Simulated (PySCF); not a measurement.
## Sr³⁴⁺: ionisation energy

Sr³⁴⁺ [He] 2s2 → Sr³⁵⁺ [He] 2s1 [2s1/2^1, M_J = 1/2], as a difference of total energies. All numbers are calculated (PySCF 2.14, the two-component X2C-1e Hamiltonian, in an uncontracted even-tempered set (17 s from 14 bohr⁻², ratio 2.4; 12 p from 18 bohr⁻², ratio 2.4; 5 d from 58 bohr⁻², ratio 2.6; 4 f from 87 bohr⁻², ratio 2.6)). Correlated levels: nothing frozen; the 34 highest virtual spinors dropped. "Screened" scales the spin-orbit matrix elements by Boettger's factors to mimic the two-electron term; Breit and QED terms are absent.

```json
{"method": "GMP2 (spin-free)", "ionisation energy (eV)": "4466.2"}
{"method": "GHF (screened spin-orbit)", "ionisation energy (eV)": "4460.6"}
{"method": "GMP2 (screened spin-orbit)", "ionisation energy (eV)": "4466.3"}
```

Question: How much does correlation contribute at GMP2 (screened spin-orbit)?

Answer: 4466.3 − (4460.6) = 5.7 eV, measured against GHF (screened spin-orbit).

For this ion Breit and QED terms and the two-electron picture change, all absent here, outweigh the correlation shift from GHF to GMP2.

For comparison: 4465 ± 4 eV (semi-empirical (NIST evaluation); NIST Atomic Spectra Database, ionization energies).
